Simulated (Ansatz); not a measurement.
Cu2Cl2⁻ was relaxed with r2SCAN-D4 (def2-SVPD) in Ansatz in these states: charge -1 doublet, charge -1 quartet. The geometries follow in no particular order.

A:

Cartesian coordinates in Å:
```
Cu -0.155 -0.540 0.406
Cu -1.829 1.132 -0.282
Cl 1.606 -1.834 0.816
Cl 0.378 1.243 -0.940
```

B:

Cartesian coordinates in Å:
```
Cu 0.4446 -0.0240 -0.2830
Cu -1.4403 0.4599 1.1908
Cl 2.3196 0.9214 -0.7261
Cl -1.3239 -1.3573 -0.1817
```

Q: Judge from the bond lengths which geometry belongs to which state (an estimate).

A: A is the charge -1 quartet (Cu1–Cl4 2.297 Å, Cu1–Cl3 2.223 Å, Cu2–Cl4 2.306 Å); B is the charge -1 doublet (Cu1–Cl4 2.217 Å, Cu1–Cl3 2.146 Å, Cu2–Cl4 2.280 Å).

At r2SCAN-D4/def2-SVPD the highest occupied level of the charge -1 quartet lies above zero (up to 0.73 eV). It is a level of α spin, whose loss leaves a triplet; that state wasn't run at this geometry and level. The electron is either unbound and held by the finite basis, or the level is raised by self-interaction error. At r2SCAN-D4/def2-SVPD the highest occupied level of the charge -1 doublet lies above zero (up to 0.05 eV). By energy differences its removal costs 2.24 eV (vertical, to the charge 0 singlet, at PBE0-D4/def2-TZVPD). At PBE0-D4/def2-TZVPD a doublet lies 3.17 eV below the charge -1 quartet. These are the stationary points nearest to one start from a short search; other shapes may lie lower in each state.
